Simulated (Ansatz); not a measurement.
One change: `B[NH][GaH2]` becomes `B[NH][GeH3]`.

Ansatz, PBE0-D4/def2-TZVP geometries, multiplicity 1. 

Scalar relativity is left out up to krypton.

```csv
property,`B[NH][GaH2]`
LUMO energy (B3LYP/def2-TZVPP) / eV,-1.74
zero-point energy (PBE0-D4/def2-TZVP) / kJ/mol,135.2
HOMO–LUMO gap (PBE/def2-TZVPP) / eV,4.74
LUMO energy (PBE/def2-TZVPP) / eV,-2.30
"ideal-gas entropy at 298 K and 1 bar (rigid rotor, harmonic PBE0-D4/def2-TZVP) / J/(mol·K)",299
HOMO energy (PBE0/def2-TZVPP) / eV,-8.38
```

Task: What does the change do to each property? (Estimate.)

Result: Computed: 
| property | `B[NH][GeH3]` | shift |
| --- | --- | --- |
| LUMO energy (B3LYP/def2-TZVPP) / eV | -0.17 | 1.57 |
| zero-point energy (PBE0-D4/def2-TZVP) / kJ/mol | 161.8 | 26.6 |
| HOMO–LUMO gap (PBE/def2-TZVPP) / eV | 6.17 | 1.43 |
| LUMO energy (PBE/def2-TZVPP) / eV | -0.91 | 1.39 |
| ideal-gas entropy at 298 K and 1 bar (rigid rotor, harmonic PBE0-D4/def2-TZVP) / J/(mol·K) | 306 | 7 |
| HOMO energy (PBE0/def2-TZVPP) / eV | -8.34 | 0.04 |

The zero-point energy changes by 26.6 kJ/mol with +3 modes.

B3LYP here is the variant with VWN-RPA as its local correlation; programs differ in this.
